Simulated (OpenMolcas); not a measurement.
Au2+ (d9) among equal point charges was computed by CASSCF with the d shell active (OpenMolcas, ANO-RCC-VTZP on the metal). Its lowest spin-free states, and all those of the highest spin:

```
2S+1  Degeneracy  E (cm-1)
   2           2       0.0
   2           3      9899
```

Problem. Is the site octahedral, tetrahedral or cube-like, axial, or of lower symmetry?

Solution. The states with 2S+1 = 2 have orbital degeneracies 2, 3. Threefold states need a cubic site. For d9 at this spin an octahedron puts the twofold E below the threefold T2 and a tetrahedron or cube puts the threefold T2 below the twofold E, so the site is octahedral. The first gap at this spin, 9900 cm-1, is |10Dq| in ligand-field theory. The run had Au2+ among 6 point charges of -1.7 e arranged as an octahedron (Oh), 1.97 Å from the ion.

An orbital doublet at a regular site is open to a Jahn-Teller distortion, which this geometry leaves out. Point charges carry no covalency, so the field is a model and not that of real ligands. No measured value stands beside these numbers.
